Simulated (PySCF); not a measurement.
diboron tetrafluoride (B2F4), SMILES FB(F)B(F)F.

Coordinates come from a PBE0-D3(BJ)/def2-SVP optimisation. The values are those of a single conformer.

Method: TDA-M06-2X/def2-SVPD run with PySCF.

Vertical excitations. Gas-phase values at a fixed geometry. State labels are in the subgroup D2.

```json
[
 {"state": "S1", "symmetry": "B1", "energy (eV)": "7.78", "λ (nm)": "159", "f": "0.063", "main pairs": "HOMO→LUMO 95 %"},
 {"state": "S2", "symmetry": "B3", "energy (eV)": "7.81", "λ (nm)": "159", "f": "0.062", "main pairs": "HOMO→LUMO+1 95 %"},
 {"state": "S3", "symmetry": "A", "energy (eV)": "9.62", "λ (nm)": "129", "f": "0.000", "main pairs": "HOMO→LUMO+2 97 %"},
 {"state": "S4", "symmetry": "A", "energy (eV)": "10.07", "λ (nm)": "123", "f": "0.000", "main pairs": "HOMO−1→LUMO 49 %, HOMO−2→LUMO+1 47 %"},
 {"state": "S5", "symmetry": "B2", "energy (eV)": "10.07", "λ (nm)": "123", "f": "0.000", "main pairs": "HOMO−2→LUMO 49 %, HOMO−1→LUMO+1 47 %"},
 {"state": "S6", "symmetry": "B2", "energy (eV)": "10.26", "λ (nm)": "121", "f": "0.167", "main pairs": "HOMO→LUMO+3 93 %"},
 {"state": "S7", "symmetry": "B3", "energy (eV)": "11.37", "λ (nm)": "109", "f": "0.051", "main pairs": "HOMO−3→LUMO 43 %, HOMO−4→LUMO+1 27 %, HOMO−5→LUMO 17 %"},
 {"state": "S8", "symmetry": "B1", "energy (eV)": "11.38", "λ (nm)": "109", "f": "0.051", "main pairs": "HOMO−3→LUMO+1 40 %, HOMO−4→LUMO 32 %, HOMO−5→LUMO+1 16 %"},
 {"state": "S9", "symmetry": "A", "energy (eV)": "11.61", "λ (nm)": "107", "f": "0.000", "main pairs": "HOMO−2→LUMO+1 47 %, HOMO−1→LUMO 45 %"},
 {"state": "S10", "symmetry": "B2", "energy (eV)": "11.71", "λ (nm)": "106", "f": "0.042", "main pairs": "HOMO−1→LUMO+1 40 %, HOMO−2→LUMO 39 %, HOMO→LUMO+6 12 %"},
 {"state": "T1", "symmetry": "B1", "energy (eV)": "6.61", "λ (nm)": "188", "f": "0", "main pairs": "HOMO→LUMO 95 %"},
 {"state": "T2", "symmetry": "B3", "energy (eV)": "6.64", "λ (nm)": "187", "f": "0", "main pairs": "HOMO→LUMO+1 95 %"},
 {"state": "T3", "symmetry": "A", "energy (eV)": "9.40", "λ (nm)": "132", "f": "0", "main pairs": "HOMO→LUMO+2 95 %"},
 {"state": "T4", "symmetry": "B2", "energy (eV)": "9.87", "λ (nm)": "126", "f": "0", "main pairs": "HOMO−2→LUMO 49 %, HOMO−1→LUMO+1 47 %"}
]
```
Triplets are in the Tamm–Dancoff approximation.
